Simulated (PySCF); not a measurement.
CH$_{8}$Si$_{2}$, triplet, at the geometry of the source list (a higher spin typed on purpose: for a closed-shell molecule this is an excited state).

Input for PySCF:
```python
from pyscf import gto, scf, mp

mol = gto.Mole()
mol.atom = '''
    Si    1.44550000    0.72650000    0.01360000
    C     0.23090000   -0.72850000   -0.12920000
    Si   -1.59710000   -0.24800000    0.07130000
    H     2.82320000    0.25020000   -0.15520000
    H     1.15270000    1.71520000   -1.02630000
    H     1.31490000    1.34820000    1.33300000
    H     0.48530000   -1.47850000    0.62030000
    H     0.36710000   -1.21120000   -1.09740000
    H    -1.96900000    0.71540000   -0.96690000
    H    -1.80660000    0.34830000    1.39230000
    H    -2.44690000   -1.43760000   -0.05530000
'''
mol.basis = '6-31g*'
mol.spin = 2
mol.verbose = 4
mol.build()

mf = scf.UHF(mol)
mf.kernel()

pt = mp.MP2(mf, frozen=11)
pt.kernel()
print('E(MP2) = %.10f' % pt.e_tot)
```

What does this run give for the total energy, SCF-reference Mulliken (on the basis functions themselves) charges in atom order, SCF-reference <S^2>?


The total energy is -620.3354 Eh and the SCF-reference Mulliken (on the basis functions themselves) charges in atom order comes out as Si1 0.27, C2 -0.58, Si3 0.27, H4 -0.07, H5 -0.08, H6 -0.08, H7 0.25, H8 0.25, H9 -0.08, H10 -0.08, H11 -0.07. The SCF-reference <S^2> is 2.016.

These values belong to the state on which the SCF converged, which isn't shown to be the lowest.
